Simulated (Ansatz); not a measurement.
Calculated with Ansatz (gas phase, PBE0-D4/def2-TZVP geometries, no zero-point term in ΔE). CBS: MP2 limit from def2 TZ/QZ plus the TZ coupled-cluster correction, frozen cores. DFT in def2-TZVPP. B3LYP here is the variant with VWN-RPA as its local correlation; programs differ in this. For Se outer-core shells are correlated without core-valence functions, which leaves a few kJ/mol of doubt a bond. Scalar relativity is left out up to krypton. One conformer a species, not always the lowest.

Reaction (cleavage of the Si–Si bond): `N[SiH]([SiH3])[SeH]` + `CCB(O)O` → `CCB(O)O[SiH3]` + `N[SiH2][SeH]`

`N[SiH]([SiH3])[SeH]`:

```xyz
11

N    -1.343   -0.187    1.252
Si   -0.423    0.453   -0.041
Si    1.679   -0.572   -0.021
Se   -1.561   -0.052   -1.966
H    -0.909   -0.506    2.102
H    -2.313    0.054    1.381
H    -0.273    1.938   -0.074
H     2.534    0.051   -1.066
H     1.536   -2.024   -0.309
H     2.357   -0.418    1.298
H    -1.283    1.263   -2.556
```

`CCB(O)O`:

```xyz
12

C    -1.076    0.281   -1.052
C     0.063   -0.588   -0.536
B     0.737   -0.112    0.806
O     0.358    1.011    1.492
O     1.758   -0.850    1.327
H    -1.497   -0.105   -1.983
H    -1.900    0.337   -0.332
H    -0.744    1.304   -1.256
H     0.851   -0.670   -1.294
H    -0.282   -1.619   -0.389
H    -0.364    1.481    1.070
H     2.095   -0.470    2.144
```

`CCB(O)O[SiH3]`:

```xyz
15

C    -1.253    1.958    0.096
C    -0.277    0.850   -0.276
B    -0.291   -0.417    0.655
O    -1.140   -0.469    1.717
O     0.533   -1.496    0.440
Si    1.671   -1.821   -0.704
H    -1.059    2.331    1.104
H    -2.283    1.595    0.085
H    -1.187    2.803   -0.593
H    -0.459    0.514   -1.306
H     0.750    1.240   -0.299
H    -1.051   -1.293    2.205
H     1.064   -1.818   -2.061
H     2.219   -3.164   -0.406
H     2.762   -0.813   -0.658
```

`N[SiH2][SeH]`:

Z-matrix (Å, degrees):
```
Si
Se 1 2.293
N 1 1.711 2 117.9
H 1 1.482 2 101.7 3 -119.9
H 1 1.482 2 109.2 3 121.1
H 2 1.469 1 93.5 3 -67.4
H 3 1.008 1 119.2 2 85.2
H 3 1.008 1 120.2 2 -57.6
```

Problem. Is it downhill or uphill in electronic energy at CCSD(T)/CBS, and by how much? (Estimate.)

Solution. The calculation gave: Downhill: ΔE = -92.0 kJ/mol.

Problem. What do these levels give: PBE0-D4, B3LYP-D4, ωB97X-V, ωB97M-V, B2PLYP, PBE, r2SCAN, B3LYP, HF/def2-TZVPP, CCSD(T)/def2-TZVPP, SCS-MP2/def2-QZVPP, MP2/CBS(def2)? (Estimate.)

Solution. Ansatz gave: PBE0-D4 -73.6, B3LYP-D4 -91.1, ωB97X-V -89.9, ωB97M-V -94.4, B2PLYP -97.1, PBE -67.6, r2SCAN -85.9, B3LYP -93.6, HF/def2-TZVPP -118.4, CCSD(T)/def2-TZVPP -92.6, SCS-MP2/def2-QZVPP -104.3, MP2/CBS(def2) -98.1 kJ/mol.

Largest T1 diagnostic among the species: 0.012.

From PBE to PBE0 (25 % exact exchange), in def2-TZVPP and without D4, ΔE moves by −7.2 kJ/mol. In def2-TZVPP, CCSD(T) changes the Hartree–Fock value by +25.8 kJ/mol (the triples alone add +3.3 kJ/mol) and MP2 by +19.8 kJ/mol.
